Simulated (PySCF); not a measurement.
**Electron correlation in I (iodine, neutral)**

[Kr] 4d10 5s2 5p5, 2P determinant. Computed with PySCF 2.14 in dyall-av2z, with no relativity, point nucleus. Frozen: [Kr] 4d10; 7 electrons correlated; the 62 highest virtual orbitals of each spin left out.

| level | correlation energy (mhartree) |
| --- | --- |
| CCSD | -103.53 |
| (T) | -2.01 |
| CCSD(T) | -105.54 |

Diagnostics: T1 = 0.0073, D1 = 0.0237, largest double amplitude 0.045.

Question: Is a single reference adequate?

Answer: Yes, within this model without spin-orbit coupling: T1 lies below 0.03 and no double amplitude reaches 0.07.
